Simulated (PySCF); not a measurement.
## Worked example: chemical shift, span and skew from a shielding tensor

C2H4BFO2, SMILES CC(=O)B(O)F. Atoms are numbered in the order given.

```xyz
10

C     -0.8225     1.8283     0.0000
C      0.2354     0.7581     0.0000
O      1.4315     1.0155     0.0000
B     -0.1415    -0.8158     0.0000
O      0.8739    -1.6854     0.0000
F     -1.4000    -1.2384     0.0000
H     -1.4753     1.7055     0.8814
H     -1.4753     1.7055    -0.8814
H     -0.3676     2.8283     0.0000
H      1.7048    -1.1743     0.0000
```

Geometry optimised at B3LYP-D3(BJ)/def2-SVP. The structure was generated by enumeration, and PubChem lists no compound with its InChIKey, so it may never have been made. One conformer was computed; it need not be the lowest.

GIAO shieldings from PySCF with PBE/pcSseg-1, non-relativistic, no solvent. The symmetric part of the tensor of F6 has the principal values 114.3, 320.3, 414.1 ppm. The same nucleus in CFCl3 has σ = 133.6 ppm at this level (PySCF, at its B3LYP-D3(BJ)/def2-TZVP geometry).

Question: Work out the isotropic shielding, the ¹⁹F shift against CFCl3, the span and the skew.

Answer: 
σ(iso) = (σ11 + σ22 + σ33)/3 = 282.9 ppm. δ = σ(ref) − σ(iso) = 133.6 − (282.9) = -149.3 ppm.
Span Ω = σ33 − σ11 = 299.8 ppm. Skew κ = 3(σ(iso) − σ22)/Ω = -0.37. Tumbling in solution averages the tensor to δ; in a static solid the shielding alone would spread this spin-1/2 line over Ω.
